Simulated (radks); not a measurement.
The iridium ion Ir5+, 72 electrons, occupied as [Xe] 4f14 5d4. Calculated with a radial shooting solver on a logarithmic mesh with Libxc functionals: Dirac Kohn-Sham, BLYP, spin-unpolarised, spherical densities, finite nucleus; open shells fill j = l - 1/2 first; Fermi nuclear charge, rms radius 5.4032 fm. Some entries of the table are withheld. Estimate them.

| orbital | occ. | eigenvalue (eV) | r(max) (bohr) | <r^2> (bohr^2) |
|---|---|---|---|---|
| 1s1/2 | 2 | -76054.23 | 0.01082 | 0.0004197 |
| 2s1/2 | 2 | -13348.14 | 0.06251 | 0.006361 |
| 2p1/2 | 2 | -12793.38 | 0.04620 | 0.004516 |
| 2p3/2 | 4 | -11165.42 | 0.05335 | 0.005709 |
| 3s1/2 | 2 | -3170.168 | (1) | 0.04140 |
| 3p1/2 | 2 | -2920.729 | 0.1644 | 0.03783 |
| 3p3/2 | 4 | -2564.275 | 0.1790 | 0.04431 |
| 3d3/2 | 4 | -2146.245 | 0.1397 | (2) |
| 3d5/2 | 6 | -2069.197 | 0.1437 | (3) |
| 4s1/2 | 2 | -725.7668 | 0.3977 | 0.2024 |
| 4p1/2 | 2 | -620.3691 | 0.3964 | 0.2073 |
| 4p3/2 | 4 | -536.0074 | 0.4267 | 0.2411 |
| 4d3/2 | 4 | -362.8772 | 0.4210 | 0.2577 |
| 4d5/2 | 6 | -347.2143 | 0.4305 | 0.2700 |
| 5s1/2 | 2 | -159.9222 | 0.8889 | 1.052 |
| 4f5/2 | 6 | -126.9146 | 0.3924 | 0.3425 |
| 5p1/2 | 2 | -126.2673 | 0.9417 | 1.230 |
| 4f7/2 | 8 | -123.7830 | 0.3971 | 0.3524 |
| 5p3/2 | 4 | -111.9960 | 1.019 | 1.444 |
| 5d3/2 | 4 | -65.4559 | 1.215 | 2.294 |
| 5d5/2 | 0 | -63.7446 | 1.246 | 2.405 |
| 6s1/2 | 0 | -53.7129 | 2.032 | (4) |
| 6p1/2 | 0 | -44.5773 | 2.267 | 6.535 |
| 6p3/2 | 0 | -41.7981 | 2.428 | 7.356 |

Answer. 
(1) 3s1/2 r(max) (bohr): 0.1759
(2) 3d3/2 <r^2> (bohr^2): 0.03412
(3) 3d5/2 <r^2> (bohr^2): 0.03589
(4) 6s1/2 <r^2> (bohr^2): 5.257
